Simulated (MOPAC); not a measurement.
Job for MOPAC: PM3 on CH5BO2 (SMILES COBO).

```
PM3 1SCF PRECISE CHARGE=0 THREADS=1
CH5BO2

C      1.05987954 1     0.47670978 1    -0.26911991 1
O      0.51523532 1    -0.76102437 1     0.16547532 1
B     -0.82306205 1    -0.94864760 1     0.32871381 1
O     -1.77649038 1     0.00104827 1     0.10135322 1
H      2.14091028 1     0.36277627 1    -0.31905478 1
H      0.69347698 1     0.74737288 1    -1.26422714 1
H      0.82831098 1     1.28376852 1     0.43284071 1
H     -1.18567046 1    -2.01986223 1     0.69648440 1
H     -1.45259019 1     0.85785849 1    -0.19542957 1
```

Program output:

```
*******************************************************************************
 **                                                                           **
 **                              MOPAC v23.2.5                                **
 **                                                                           **
 *******************************************************************************
 ** MOPAC's Digital Object Identifier: https://doi.org/10.5281/zenodo.6511958 **
 **                                                                           **
 ** Please cite the open-source release paper for use of this MOPAC version:  **
 ** J. E. Moussa and J. J. P. Stewart (2026)                                  **
 ** MOPAC: An open-source semiempirical molecular orbital program             **
 ** J. Open Source Softw., 11(119), 8025, https://doi.org/10.21105/joss.08025 **
 *******************************************************************************

                              PM3 CALCULATION RESULTS

 *******************************************************************************
 *  PM3        - The PM3 Hamiltonian to be used
 *
 *
 *
 *                 CHARGE ON SYSTEM = 0
 *
 *
 *
 *  PRECISE    - TIGHTER CRITERIA TO BE USED
 *  1SCF       - DO 1 SCF AND THEN STOP
 *  THREADS=1  - MULTI-THREADING NOT USED
 *  T=         - A TIME OF 172800.0 SECONDS REQUESTED
 *  DUMP=N     - RESTART FILE WRITTEN EVERY 7200.0 SECONDS REQUESTED
 *******************************************************************************
PM3 1SCF PRECISE CHARGE=0 THREADS=1
 CH5BO2

   ATOM   CHEMICAL          X               Y               Z
  NUMBER   SYMBOL      (ANGSTROMS)     (ANGSTROMS)     (ANGSTROMS)

     1       C          1.05987954  *   0.47670978  *  -0.26911991  *
     2       O          0.51523532  *  -0.76102437  *   0.16547532  *
     3       B         -0.82306205  *  -0.94864760  *   0.32871381  *
     4       O         -1.77649038  *   0.00104827  *   0.10135322  *
     5       H          2.14091028  *   0.36277627  *  -0.31905478  *
     6       H          0.69347698  *   0.74737288  *  -1.26422714  *
     7       H          0.82831098  *   1.28376852  *   0.43284071  *
     8       H         -1.18567046  *  -2.01986223  *   0.69648440  *
     9       H         -1.45259019  *   0.85785849  *  -0.19542957  *



          CARTESIAN COORDINATES

    NO.       ATOM           X           Y           Z

     1         C          1.0599      0.4767     -0.2691
     2         O          0.5152     -0.7610      0.1655
     3         B         -0.8231     -0.9486      0.3287
     4         O         -1.7765      0.0010      0.1014
     5         H          2.1409      0.3628     -0.3191
     6         H          0.6935      0.7474     -1.2642
     7         H          0.8283      1.2838      0.4328
     8         H         -1.1857     -2.0199      0.6965
     9         H         -1.4526      0.8579     -0.1954

  H: (PM3): J. J. P. STEWART, J. COMP. CHEM. 10, 209 (1989).
  B: (PM3): J. J. P. STEWART, J. MOL. MOD., 10, 155-164 (2004)
  C: (PM3): J. J. P. STEWART, J. COMP. CHEM. 10, 209 (1989).
  O: (PM3): J. J. P. STEWART, J. COMP. CHEM. 10, 209 (1989).

           Empirical Formula: C H5 O2 B  =     9 atoms



      MOLECULAR POINT GROUP   :   Cs


      RHF CALCULATION, NO. OF DOUBLY OCCUPIED LEVELS = 12


 -------------------------------------------------------------------------------
 PM3 1SCF PRECISE CHARGE=0 THREADS=1
 CH5BO2



     1SCF WAS SPECIFIED, SO BFGS WAS NOT USED
     SCF FIELD WAS ACHIEVED


                              PM3 CALCULATION
                                                       MOPAC v23.2.5 Linux




          FINAL HEAT OF FORMATION =       -150.39259 KCAL/MOL =    -629.24262 KJ/MOL


          COSMO AREA              =         96.78 SQUARE ANGSTROMS
          COSMO VOLUME            =         80.14 CUBIC ANGSTROMS

          IONIZATION POTENTIAL    =         11.654976 EV
          HOMO LUMO ENERGIES (EV) =        -11.655  1.677
          NO. OF FILLED LEVELS    =         12
          MOLECULAR WEIGHT        =         59.8593         POINT GROUP:  Cs

          MOLECULAR DIMENSIONS (Angstroms)

            Atom       Atom       Distance
            H     8    H     5     4.21597
            H     9    H     5     2.54741
            H     7    H     6     1.78492


          SCF CALCULATIONS        =          1





   ATOM   CHEMICAL          X               Y               Z
  NUMBER   SYMBOL      (ANGSTROMS)     (ANGSTROMS)     (ANGSTROMS)

     1       C          1.05987954  *   0.47670978  *  -0.26911991  *
     2       O          0.51523532  *  -0.76102437  *   0.16547532  *
     3       B         -0.82306205  *  -0.94864760  *   0.32871381  *
     4       O         -1.77649038  *   0.00104827  *   0.10135322  *
     5       H          2.14091028  *   0.36277627  *  -0.31905478  *
     6       H          0.69347698  *   0.74737288  *  -1.26422714  *
     7       H          0.82831098  *   1.28376852  *   0.43284071  *
     8       H         -1.18567046  *  -2.01986223  *   0.69648440  *
     9       H         -1.45259019  *   0.85785849  *  -0.19542957  *

                             CARTESIAN COORDINATES

   1    C        1.059879540     0.476709780    -0.269119910
   2    O        0.515235320    -0.761024370     0.165475320
   3    B       -0.823062050    -0.948647600     0.328713810
   4    O       -1.776490380     0.001048270     0.101353220
   5    H        2.140910280     0.362776270    -0.319054780
   6    H        0.693476980     0.747372880    -1.264227140
   7    H        0.828310980     1.283768520     0.432840710
   8    H       -1.185670460    -2.019862230     0.696484400
   9    H       -1.452590190     0.857858490    -0.195429570


           Empirical Formula: C H5 O2 B  =     9 atoms



      MOLECULAR POINT GROUP   :   Cs


                  EIGENVALUES
 -39.65687 -37.99727 -27.82272 -21.80477 -18.73972 -17.27133 -16.85183 -14.17454
 -13.97514 -13.82671 -12.16501 -11.65498   1.67707   2.47067   2.90965   3.54980
   3.87304   3.98902   4.61572   4.89779   5.89901


              NET ATOMIC CHARGES AND DIPOLE CONTRIBUTIONS

  ATOM NO.   TYPE          CHARGE      No. of ELECS.   s-Pop       p-Pop
    1          C           0.056921        3.9431     1.12737     2.81571
    2          O          -0.190204        6.1902     1.75069     4.43951
    3          B          -0.088714        3.0887     1.05596     2.03275
    4          O          -0.217261        6.2173     1.71173     4.50553
    5          H           0.048184        0.9518     0.95182
    6          H           0.021276        0.9787     0.97872
    7          H           0.021357        0.9786     0.97864
    8          H           0.155375        0.8446     0.84463
    9          H           0.193066        0.8069     0.80693
 DIPOLE           X         Y         Z       TOTAL
 POINT-CHG.     0.443     0.809    -0.291     0.967
 HYBRID         0.393     1.176    -0.403     1.304
 SUM            0.836     1.985    -0.694     2.263


          ATOMIC ORBITAL ELECTRON POPULATIONS

     Atom    s        px        py        pz
    1  C   1.12737   0.97764   0.87155   0.96652
    2  O   1.75069   1.43217   1.33044   1.67689
    3  B   1.05596   0.63485   0.83555   0.56235
    4  O   1.71173   1.56963   1.25132   1.68458
    5  H   0.95182
    6  H   0.97872
    7  H   0.97864
    8  H   0.84463
    9  H   0.80693

 **********************
 *                    *
 * JOB ENDED NORMALLY *
 *                    *
 **********************




 == MOPAC DONE ==
```

The run finished.

Cost: about 0.03 core-seconds (a rough figure).
